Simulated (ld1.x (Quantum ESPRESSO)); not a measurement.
**Pseudopotential generation for molybdenum (Mo): TM, PBEsol, scalar-relativistic.**

| Quantity | Value |
| --- | --- |
| Element | Mo |
| Generator | ld1.x (Quantum ESPRESSO) 7.5 |
| Type | norm-conserving Troullier–Martins (Kleinman–Bylander form) |
| Functional | PBEsol |
| Relativity | scalar-relativistic |
| Frozen core | [Ar] 3d10 |
| Valence charge | 14 |
| Reference configuration | 4s2 4p6 4d5 5s1 5p0 |
| Partial waves | 4s (bound): rc 1.75 bohr; 4p (bound): rc 1.50 bohr; 4d (bound): rc 1.90 bohr |
| Local potential | all-electron potential smoothed inside 1.45 bohr (lloc = -2) |
| Core correction | none |

Occupied shells without a wave of their own: 5s. They enter only through the test configuration that unscreens the potential.

All-electron outer shells of the reference configuration (PBEsol, scalar-relativistic, ld1.x):

```tsv
shell	level (eV)	outermost node (bohr)	outermost maximum (bohr)
3p	-378.97	0.17	0.38
3d	-220.99	–	0.32
4s	-64.30	0.51	0.99
4p	-38.46	0.52	1.06
5s	-4.12	1.34	2.93
4d	-3.77	0.53	1.38
5p	-1.01	1.54	4.05
```

Calculated quality:

| Property | Result |
| --- | --- |
| Cutoffs needed | 55 Ry and 100 Ry (the cutoffs (Ry, on a coarse ladder) from which the occupation-weighted sum of valence levels, in a spherical-Bessel basis at the reference potential, stays within 10 and 1 mRy of its value at 400 Ry) |
| Ghost test | no extra level below or beside the all-electron valence levels (s, p, d, f tested) (spherical-Bessel basis up to 400 Ry, 20 bohr box) |
| Largest excitation error | -330 meV (all-electron minus pseudo) for 4s2 4p6 4d3 5s0 5p0, out of 7 test configurations |

Generation and tests took about 3.7 s on one core of a shared server CPU.
